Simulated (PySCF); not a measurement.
C3H5FOSi, SMILES OC[Si@@H](F)C#C. The structure is a stationary point at PBE-D3(BJ)/def2-SVP. The structure was generated by enumeration; whether it is a known compound was not checked. The values are those of a single conformer.

Computed equilibrium geometry at PBE-D3(BJ)/def2-SVP (PySCF confirms it by a frequency run) as Cartesian coordinates in Å (one conformer of several):
```xyz
11

C      2.3130     0.4679    -1.1580
C      1.3937     0.2477    -0.3715
Si    -0.0472    -0.0775     0.7296
F      0.1713    -1.5226     1.4800
C     -1.5503    -0.0767    -0.4221
O     -1.5119     1.1517    -1.1502
H      3.1339     0.6602    -1.8379
H     -0.1223     0.9852     1.7790
H     -1.5724    -0.9817    -1.0774
H     -2.4953    -0.0852     0.1602
H     -0.6688     1.1627    -1.6458
```
